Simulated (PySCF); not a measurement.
**Stretching SnB⁻**

Set-up: PySCF, scalar-relativistic core potentials, basis sets Sn aug-cc-pVDZ-PP with ECP28, B aug-cc-pVDZ. Energies in eV from Sn⁻ + B in their ground configurations at the same level. State: ³Π (triplet), unpaired electrons σ ↑, π ↑.

```csv
R (Å),PBE0
1.838,-1.809
1.923,-2.301
2.009,-2.571
2.073,-2.665
2.137,-2.690
2.201,-2.662
2.287,-2.564
2.393,-2.378
2.522,-2.105
2.693,-1.728
```

Put a parabola through the three lowest points of the PBE0 curve and estimate Re, k and ωe (reduced mass 10.08 u; 1 eV/Å² = 0.16022 mdyn/Å; ωe = 1302.8·√(k/μ) cm⁻¹).

Through R = 2.073, 2.137, 2.201 Å the second-order coefficient is 6.47 eV/Å², so Re ≈ 2.135 Å, k ≈ 2.07 mdyn/Å and ωe ≈ 591 cm⁻¹. A polynomial fit of higher order to the unrounded PBE0 energies gives Re = 2.132 Å, k = 2.10 mdyn/Å, ωe = 595 cm⁻¹; anharmonicity and rounding make the difference.

The higher-order fit for each curve: PBE0: Re = 2.132 Å, ωe = 595 cm⁻¹, De = 2.69 eV.

⟨S²⟩ of the unrestricted solution departs from its pure value on part of the curve, where spin states mix. These are scalar-relativistic numbers at best; spin–orbit coupling would shift them, the dissociation energy most. For an ion De counts to the pair picked by the measured ionisation energies or electron affinities, which need not be the lowest pair at this level. The highest Kohn–Sham level is positive in this anion. Much of that is self-interaction error, but it also means that the finite basis helps to hold the extra electron. The state was picked by a PBE0 search and need not be the measured ground state.
